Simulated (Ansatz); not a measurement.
Computed with Ansatz on PBE0-D4/def2-TZVP structures; ΔE is electronic, products minus reactants. CBS: MP2 limit from def2 TZ/QZ plus the TZ coupled-cluster correction, frozen cores. DFT in def2-TZVPP. Each species was taken in one conformer, which may not be the lowest.

Reaction (redistribution): `C[SiH](C)[SiH2]F` + `NB(O)O[SiH3]` → `NB(O)[SiH2]F` + `C[SiH](C)O[SiH3]`

`C[SiH](C)[SiH2]F`:

```xyz
14

C     1.182    0.304    1.418
Si   -0.298    0.404    0.269
C    -1.457   -1.049    0.524
Si    0.411    0.495   -1.965
F     1.216   -0.855   -2.328
H     0.858    0.272    2.461
H     1.767   -0.597    1.217
H     1.839    1.167    1.293
H    -1.035    1.680    0.518
H    -0.953   -1.991    0.296
H    -1.800   -1.090    1.562
H    -2.336   -0.971   -0.119
H     1.333    1.636   -2.225
H    -0.727    0.595   -2.921
```

`NB(O)O[SiH3]`:

Z-matrix (Å, degrees):
```
Si
O 1 1.646
H 1 1.484 2 106.5
H 1 1.486 2 111.2 3 -118.9
H 1 1.485 2 111.2 3 119.0
B 2 1.371 1 130.1 3 -179.9
O 6 1.376 2 117.3 1 0.0
N 6 1.410 2 118.8 1 -179.9
H 7 0.957 6 115.0 2 -180.0
H 8 1.004 6 120.8 2 -0.0
H 8 1.002 6 124.9 2 -180.0
```

`NB(O)[SiH2]F`:

```xyz
10

N    -1.413    1.039    0.033
B    -0.606   -0.102    0.077
O    -1.217   -1.313    0.283
Si    1.411   -0.061   -0.145
F     1.879   -1.606   -0.013
H    -2.412    0.987    0.146
H    -1.064    1.968   -0.112
H    -0.603   -2.049    0.302
H     1.884    0.428   -1.470
H     2.140    0.709    0.899
```

`C[SiH](C)O[SiH3]`:

```xyz
15

C     0.017   -2.014    0.901
Si    0.155   -0.181    0.624
C    -1.439    0.701    1.013
O     0.553    0.063   -0.954
Si    1.084    1.147   -2.048
H     0.955   -2.516    0.658
H    -0.771   -2.443    0.276
H    -0.223   -2.231    1.946
H     1.247    0.380    1.473
H    -2.258    0.317    0.399
H    -1.711    0.563    2.063
H    -1.352    1.775    0.828
H     1.239    0.460   -3.354
H     0.110    2.263   -2.196
H     2.394    1.714   -1.630
```

```tsv
level	ΔE (kJ/mol)
PBE-D4	13.4
r2SCAN-D4	10.1
MP2/def2-QZVPP	4.4
CCSD/CBS(def2)	7.5
```

(1) What does CCSD(T)/CBS give? (Estimate.)

Largest T1 diagnostic among the species: 0.013.

Results:

(1) The calculation gave: +7.4 kJ/mol. The listed levels differ from it by 6.0, 2.7, -3.0, 0.1 kJ/mol.

CCSD(T)/CBS has its own doubt, a few kJ/mol and more with outer-core shells, so smaller differences from it don't rank the levels.
